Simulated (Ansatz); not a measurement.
Reaction: C2H6Si (SMILES C=C[SiH3]) → C2H5Si (SMILES C=C[SiH2], doublet) + H (doublet) (the H-Si bond breaks)
Each species at its own B3LYP-D3(BJ)/def2-TZVP minimum (Ansatz, a program for electronic structure).

Total energies in hartree (Ansatz). Open shells are spin-unrestricted; no spin-orbit coupling. Correlated methods leave the cores frozen. No relativity. For partners of very few electrons the exact lower level stands in for a higher one. The UHF reference of C2H5Si (C=C[SiH2], doublet) is spin-contaminated (<S^2> up to 0.16 over the pure value in the sets run).

```csv
species,HF/cc-pV(T+d)Z,CCSD(T)/cc-pV(T+d)Z,HF/cc-pV(Q+d)Z,CCSD(T)/cc-pV(Q+d)Z,CCSD(T)/cc-pV(D+d)Z,CCSDT(Q)/cc-pV(D+d)Z
1: C2H6Si (SMILES C([SiH3])=C),-368.17813,-368.69745,-368.18696,-368.73185,-368.57819,-368.58009
"2: C2H5Si (SMILES C=C[SiH2], doublet)",-367.56012,-368.04750,-367.56853,-368.08031,-367.93358,-367.93599
3: H (doublet),-0.49981,-0.49981,-0.49995,-0.49995,-0.49928,-0.49928
```

Question: Work out the bond dissociation energy (electronic) in kJ/mol: take Hartree-Fock from cc-pV(Q+d)Z, extrapolate the CCSD(T) correlation energy as X^-3 (X = 3, 4), and add CCSDT(Q) - CCSD(T) in cc-pV(D+d)Z. 1 hartree = 2625.5 kJ/mol.

Answer: 
Species 1: correlation (64·(-0.54489) - 27·(-0.51932))/37 = -0.56355; step -0.00190; E1 = -368.18696 + (-0.56355) + (-0.00190) = -368.75241
Species 2: correlation (64·(-0.51178) - 27·(-0.48738))/37 = -0.52959; step -0.00241; E2 = -367.56853 + (-0.52959) + (-0.00241) = -368.10053
Species 3: correlation (64·(0.00000) - 27·(0.00000))/37 = 0.00000; step +0.00000; E3 = -0.49995 + (0.00000) + (+0.00000) = -0.49995
-1·E1 +1·E2 +1·E3 = 0.15193 hartree = 398.9 kJ/mol.
